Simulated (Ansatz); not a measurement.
Two isomers of CH5ClO2Si: A = `O[SiH2]C(O)Cl`, B = `O[SiH](O)CCl`.

Calculated with Ansatz (gas phase, PBE0-D4/def2-TZVP geometries, no zero-point term in ΔE). CCSD(T)/CBS is the MP2 limit (def2-TZVPP, def2-QZVPP) plus CCSD(T) − MP2 in def2-TZVPP, frozen cores. Functionals use def2-TZVPP. B3LYP here is the variant with VWN-RPA as its local correlation; programs differ in this. One conformer a species, not always the lowest.

**Question.** Which is lower in electronic energy at CCSD(T)/CBS, and by how much? (Estimate.)

**Answer.** Computed: B, by 195.6 kJ/mol.

**Question.** Give E(B) − E(A) in kJ/mol with PBE-D4, HF/def2-TZVPP, MP2/def2-TZVPP, B3LYP-D4, CCSD(T)/def2-TZVPP, ωB97M-V, B2PLYP. (Best estimate.)

**Answer.** Ansatz gave: PBE-D4 -173.7, HF/def2-TZVPP -200.5, MP2/def2-TZVPP -200.0, B3LYP-D4 -185.6, CCSD(T)/def2-TZVPP -193.0, ωB97M-V -191.0, B2PLYP -192.1. None reverses the order clearly.

Largest T1 diagnostic: 0.011.

From PBE to PBE0 (25 % exact exchange), in def2-TZVPP and without D4, E(B) − E(A) moves by −10.1 kJ/mol.
